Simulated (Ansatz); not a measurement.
Cost and result for the atomization energy of CH4FNOSi (`NC(=O)[SiH2]F`) (9 atoms, 8 bonds).

| atom | x (Å) | y (Å) | z (Å) |
| --- | --- | --- | --- |
| N1 | 1.437 | -0.288 | -0.543 |
| C2 | 0.539 | 0.543 | 0.024 |
| O3 | 0.786 | 1.691 | 0.351 |
| Si4 | -1.239 | -0.039 | 0.367 |
| F5 | -1.423 | -1.564 | -0.110 |
| H6 | 2.376 | 0.038 | -0.717 |
| H7 | 1.188 | -1.228 | -0.796 |
| H8 | -1.491 | 0.035 | 1.822 |
| H9 | -2.174 | 0.812 | -0.399 |

The species carries charge 0 and has multiplicity 1. Geometry: relaxed with PBE0-D4/def2-TZVP. It is one conformer, not always the lowest. Program: Ansatz. All runs use 2 threads of an Arm Neoverse V1 on a shared host. Times are those of one run each, without the atoms' runs, and a repeat can differ threefold. Electronic energies, without spin–orbit coupling; frozen cores. CCSD(T)/CBS adds CCSD(T) − MP2 in def2-TZVPP to the MP2 limit, and its time is that of the two runs behind it. T1 = 0.015. HSE06 is the plane-wave form, built on full-range PBE exchange.

CCSD(T)/CBS is a level of theory with its own doubt, some kJ/mol a heavy atom from the limit and from the frozen cores, so smaller differences don't rank the functionals.

```json
{"level": "BLYP-D4/def2-TZVPP", "functions": "222", "wall time": "3.3 s", "atomization (kJ/mol)": "3523.3", "difference from CCSD(T)/CBS": "36.2", "per bond": "4.5"}
{"level": "PBE0-D4/def2-TZVPP", "functions": "222", "wall time": "4.7 s", "atomization (kJ/mol)": "3477.3", "difference from CCSD(T)/CBS": "-9.8", "per bond": "-1.2"}
{"level": "BHLYP-D4/def2-TZVPP", "functions": "222", "wall time": "4.8 s", "atomization (kJ/mol)": "3340.7", "difference from CCSD(T)/CBS": "-146.4", "per bond": "-18.3"}
{"level": "HSE06-D4/def2-TZVPP", "functions": "222", "wall time": "5 s", "atomization (kJ/mol)": "3480.5", "difference from CCSD(T)/CBS": "-6.6", "per bond": "-0.8"}
{"level": "CCSD(T)/def2-SVP", "functions": "94", "wall time": "7.5 s", "atomization (kJ/mol)": "3235.7", "difference from CCSD(T)/CBS": "-251.4", "per bond": "-31.4"}
{"level": "r2SCAN-D4/def2-TZVPP (with forces)", "functions": "222", "wall time": "8 s", "atomization (kJ/mol)": "3493.1", "difference from CCSD(T)/CBS": "6.0", "per bond": "0.7"}
{"level": "r2SCANh-D4/def2-TZVPP", "functions": "222", "wall time": "8.5 s", "atomization (kJ/mol)": "3454.9", "difference from CCSD(T)/CBS": "-32.2", "per bond": "-4.0"}
{"level": "B2PLYP/def2-TZVPP", "functions": "222", "wall time": "8.5 s", "atomization (kJ/mol)": "3456.8", "difference from CCSD(T)/CBS": "-30.3", "per bond": "-3.8"}
{"level": "ωB97X-V/def2-TZVPP", "functions": "222", "wall time": "13 s", "atomization (kJ/mol)": "3505.5", "difference from CCSD(T)/CBS": "18.4", "per bond": "2.3"}
{"level": "ωB97M-V/def2-TZVPP (with forces)", "functions": "222", "wall time": "19 s", "atomization (kJ/mol)": "3500.8", "difference from CCSD(T)/CBS": "13.7", "per bond": "1.7"}
{"level": "MP2/def2-QZVPP", "functions": "418", "wall time": "32 s", "atomization (kJ/mol)": "3538.1", "difference from CCSD(T)/CBS": "51.0", "per bond": "6.4"}
{"level": "CCSD(T)/def2-TZVPP", "functions": "222", "wall time": "3.6 min", "atomization (kJ/mol)": "3372.8", "difference from CCSD(T)/CBS": "-114.3", "per bond": "-14.3"}
{"level": "CCSD(T)/CBS(def2)", "functions": "–", "wall time": "4.2 min", "atomization (kJ/mol)": "3487.1", "difference from CCSD(T)/CBS": "0.0", "per bond": "0.0"}
```

The D4 term adds +26.5 kJ/mol with B3LYP and +13.8 kJ/mol with PBE0; it sums over pairs of atoms, weighted by their polarisabilities, and B3LYP, whose exchange is more repulsive, gets the larger term. From r2SCAN to r2SCAN0 (25 % exact exchange), in def2-TZVPP and without D4, the atomization energy moves by −93.6 kJ/mol: exact exchange takes away binding that semilocal exchange gives to molecules. In def2-TZVPP, CCSD(T) changes the Hartree–Fock value by +974.3 kJ/mol (the triples alone add +66.0 kJ/mol) and MP2 by +1070.8 kJ/mol; breaking electron pairs costs correlation energy, which Hartree–Fock lacks.

B3LYP here is the variant with VWN-RPA as its local correlation; programs differ in this.
